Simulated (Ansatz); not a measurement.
Input file for Ansatz (a program for electronic structure): R-PBE/def2-TZVPP on stibine (SMILES [SbH3]), a point of a bond scan (R = 1.714 Å). Elements past Kr take the def2 small-core potentials; no spin–orbit coupling.

Ansatz 0.2 input:
```yaml
crystal:
  periodic: [false, false, false]
  atoms:
    - {symbol: Sb, position_ang: [0.00013491, -0.00052872, 0.05360827]}
    - {symbol: H, position_ang: [-0.90373200, -1.08341645, -0.91984600]}
    - {symbol: H, position_ang: [-0.49764804, 1.33580031, -0.89700800]}
    - {symbol: H, position_ang: [1.39449968, -0.22541911, -0.91716752]}
basis:
  gaussian:
    orbitals: def2-TZVPP
    pivot_positions_ang: [[0.00013491, -0.00052872, 0.05360827], [-0.90373200, -1.08341645, -0.91984600], [-0.49764804, 1.33580031, -0.89700800], [1.39449968, -0.22541911, -0.91716752]]
hamiltonian:
  xc: {name: PBE}
scf: {lower_state_search: off}
output: {orbitals: {seedname: ./end}}
```

The log:

```
WARN ansatz: RAYON_NUM_THREADS=1 ignored (pool sized by the plan → 1); use --threads N
Functional definition: PBE
these checks for a lower state are left out or cut short: stability, starts, cluster_reference, orbital_swaps, neighbouring_geometries, increment
integrals: 0.02 GiB planned
560 factors; their error is unknown
mean field: 0.18 GiB planned
mean field evaluation 1: about -6584.8723 eV, gradient 1.4e1 eV
mean field evaluation 2: about -6584.8689 eV, gradient 1.6e1 eV
mean field evaluation 4: about -6585.6009 eV, gradient 6.8e-1 eV
mean field evaluation 8: about -6585.5920 eV, gradient 3.5e-3 eV
mean field evaluation 16: about -6585.5920 eV, gradient 2.9e-6 eV
mean field -6585.59199584 eV, -242.0160419724 hartree, gradient 2.9e-6 eV, S^2 0.000000; 0 other end points of the search recorded, 0 dependent functions left out
reference -6585.59203193 eV, -242.0160432988 hartree; 13, 13 occupied and 79, 79 virtual orbitals, 560 factors
Total energy: -6585.59203193 eV, -242.0160432988 hartree
Checks for a lower state left out: stability, starts, cluster_reference, orbital_swaps, neighbouring_geometries, increment
```

The calculation finished and met its thresholds.

Cost: about 0.9 core-seconds (a rough figure).
